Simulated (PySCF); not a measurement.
SMILES C[SiH](C)C#CB(O)O at its GFN2-xTB optimised geometry (Å):

```
17

Si    -1.0166     1.4051     0.0235
C     -2.5386     1.1579     1.1373
C      0.0958     2.7834     0.7172
C     -0.0446    -0.1763     0.0025
C      0.5913    -1.2071     0.0000
B      1.4040    -2.5221     0.0000
O      0.7993    -3.7331     0.0019
O      2.7576    -2.5221     0.0000
H     -1.4250     1.7095    -1.3592
H     -2.2504     0.8969     2.1520
H     -3.1728     0.3601     0.7620
H     -3.1413     2.0605     1.1881
H     -0.4306     3.7331     0.7573
H      0.9779     2.9225     0.0990
H      0.4343     2.5521     1.7236
H     -0.1556    -3.7202     0.0016
H      3.1728    -1.6621    -0.0019
```

Calculation: B3LYP/def2-SVP in PySCF 2.14.0. Cells within 0.4 Å of a nucleus heavier than hydrogen are left out (blank, or x).

Map of the Laplacian of the electron density (e/bohr⁵), clipped to [-1.50, 1.50] on the plane z = 0.8 Å:

```
|6666666666666666666666666666666|
|6666666666666666666666666666666|
|6666666666666666666666666666666|
|6666666666666666666666666666666|
|6666666666666666666666666666666|
|6666666666666656666666666666666|
|6666666666666605666666666666666|
|6666666666666645666666666666666|
|666666666666665xx66666666666666|
|6666666666666659676666666666666|
|6666666666666666766666666666666|
|6666666655566666666666666666666|
|666666669x456766666666666666666|
|6666666535666666666666666666666|
|6666666046666666666666666666666|
|6666666666666666666666666666666|
|6666666666666666666666666666666|
|6666666666666666666666666666666|
|6666666666666666666666666666666|
|6666666666666666666666666666666|
|6666666666666666666667776666666|
|6666666666666666666667876666666|
|6666666666666666666667776666666|
|6666666666666666777666766666666|
|6666666666666666787666666666666|
|6666666666666666777666666666666|
|6666666666666666676666666666666|
|6666666666666666666666666666666|
|6666666666666666666666666666666|
|6666666666666666666666666666666|
|6666666666666666666666666666666|
```
Scale: ten equal steps from -1.50 (start of '0') to 0.825 (end of '9'), in the order '0123456789'; x runs from -6.00 to 6.00, y from -6.00 (bottom) to 6.00 (top).
